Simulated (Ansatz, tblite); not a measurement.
Cost and result up the ladder for cyclo-(H2SiO)2 (Si₂O₂H₄) (8 atoms). The state is a singlet with charge 0. Geometry: PBE0-D4/def2-SVP.

| atom | x (Å) | y (Å) | z (Å) |
| --- | --- | --- | --- |
| Si1 | -0.415 | -0.900 | -0.685 |
| H2 | 0.432 | -1.752 | -1.559 |
| H3 | -1.843 | -1.304 | -0.766 |
| O4 | -0.165 | 0.764 | -0.904 |
| Si5 | 0.416 | 0.900 | 0.685 |
| H6 | -0.432 | 1.752 | 1.559 |
| H7 | 1.843 | 1.304 | 0.766 |
| O8 | 0.165 | -0.764 | 0.904 |

Ansatz on 4 threads of Arm Neoverse V2 on a shared host; xTB runs through tblite on one thread. Times are rough, summed over both states, and most runs start from the orbitals of an earlier one. PBE0-D4/def2-TZVP serves as the yardstick here, not as an exact answer. The other state is a triplet.

The xTB rows come from tblite.

xTB has no spin-polarisation term.

```json
{"level": "GFN2-xTB", "functions": "30", "wall time": "0.006 s", "vertical triplet (eV)": "5.41", "difference from PBE0-D4/def2-TZVP (eV)": "-0.78"}
{"level": "GFN1-xTB", "functions": "34", "wall time": "0.008 s", "vertical triplet (eV)": "6.92", "difference from PBE0-D4/def2-TZVP (eV)": "0.73"}
{"level": "PBE-D4/def2-TZVP", "functions": "160", "wall time": "4.1 s", "vertical triplet (eV)": "5.41", "difference from PBE0-D4/def2-TZVP (eV)": "-0.78"}
{"level": "PBE0-D4/def2-TZVP", "functions": "160", "wall time": "10 s", "vertical triplet (eV)": "6.19", "difference from PBE0-D4/def2-TZVP (eV)": "0.00"}
{"level": "r2SCAN-D4/def2-TZVP (with forces)", "functions": "160", "wall time": "10 s", "vertical triplet (eV)": "5.77", "difference from PBE0-D4/def2-TZVP (eV)": "-0.41"}
```
